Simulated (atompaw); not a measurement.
## What one change does to a pseudopotential (tin, PAW (atompaw))

| Item | Value |
| --- | --- |
| Element | Sn |
| Generator | atompaw 4.2.0.5 |
| Type | PAW |
| Functional | PBEsol |
| Relativity | scalar-relativistic |
| Frozen core | [Kr] 4d10 |
| Valence charge | 4 |
| Reference configuration | 5s1.5 5p2.5 |
| Partial waves | 5s (bound): rc 2.95 bohr; 5s channel at 1.35 Ry: rc 2.95 bohr; 5p (bound): rc 2.95 bohr; 5p channel at 2.5 Ry: rc 2.95 bohr; 5d channel at 0.05 Ry: rc 2.95 bohr; 5d channel at 1.6 Ry: rc 2.85 bohr |
| Local potential | vpsmatchnc scheme with l = 3 at 0 Ry, radius 2.65 bohr |
| Core correction | smooth core density matched at 2.30 bohr |
| Augmentation charge | besselshape compensation charge, radius 2.60 bohr; PAW radius 2.95 bohr; waves and projectors: custom rrkj gramschmidtortho |

Change: all radii scaled by about 0.76 (s 2.24, p 2.24, d 2.24 bohr); local potential vpsmatchnc scheme with l = 3 at 0 Ry, radius 2.02 bohr; augmentation besselshape compensation charge, radius 1.98 bohr; PAW radius 2.24 bohr; waves and projectors: custom rrkj gramschmidtortho; core correction smooth core density matched at 1.76 bohr.

Cutoffs: the cutoffs (Ry, on a coarse ladder) from which the occupation-weighted sum of valence levels, in a spherical-Bessel basis at the reference potential, stays within 10 and 1 mRy of its value at 400 Ry; they do not see the model core or the augmentation charge, which bear on the density cutoff.

**Question.** What does the change do?

**Answer.** Both files are very soft, the changed one slightly harder (loose and tight cutoff 6 and 8 Ry → 6 and 12 Ry on this coarse ladder); the bound ghosts move from s to d, p, s.

```csv
quantity,base,changed
"cutoff, loose",6 Ry,6 Ry
"cutoff, tight",8 Ry,12 Ry
bound ghosts,s,"s, p, d"
lowest overlap eigenvalue by channel,"s 0.30, p 0.38, d 0.88","s 0.07, p 0.38, d 0.94"
```

 A true bound ghost makes a file unfit for plane-wave use even where its test errors are small: the radial tests pick states by their node count and pass the ghost by. The cutoffs see the waves, projectors and local potential, not the compensation charge or the core.
